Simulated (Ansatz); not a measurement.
Frontier orbitals of `CB(N)O[SiH3]`.

Z-matrix (Å, degrees):
```
C
B 1 1.576
H 1 1.095 2 110.8
H 1 1.095 2 110.8 3 117.7
H 1 1.092 2 113.5 3 -121.2
N 2 1.401 1 122.1 3 121.0
O 2 1.382 1 121.2 3 -59.0
H 6 1.003 2 123.2 1 0.1
H 6 1.005 2 122.2 1 -179.9
Si 7 1.638 2 132.9 1 0.0
H 10 1.488 7 111.1 2 -60.4
H 10 1.488 7 111.1 2 60.5
H 10 1.483 7 107.5 2 -179.9
```

Total charge 0; spin multiplicity 1. Geometry: relaxed with PBE0-D4/def2-TZVP. It is one conformer, not always the lowest. Basis def2-TZVPP, Ansatz.

```
 functional  HOMO (eV)  LUMO (eV)  gap (eV)
LDA (SPW92)      -6.54      -0.69      5.85
        PBE      -6.38      -0.45      5.93
     revPBE      -6.32      -0.34      5.98
       PBE0      -7.78       0.38      8.16
      B3LYP      -7.54       0.13      7.67
  CAM-B3LYP      -9.21       1.24     10.45
    ωB97M-V     -10.16       1.85     12.01
```

A quarter of exact exchange (PBE0) shifts PBE's HOMO by −1.40 eV and its LUMO by +0.83 eV; full exchange at long range (ωB97M-V) shifts them by −3.78 and +2.30 eV. The gap opens from 5.93 to 12.00 eV, since occupied levels lose self-interaction and empty ones feel all the electrons. A positive LUMO is unbound and depends on the basis.

B3LYP here is the variant with VWN-RPA as its local correlation; programs differ in this.
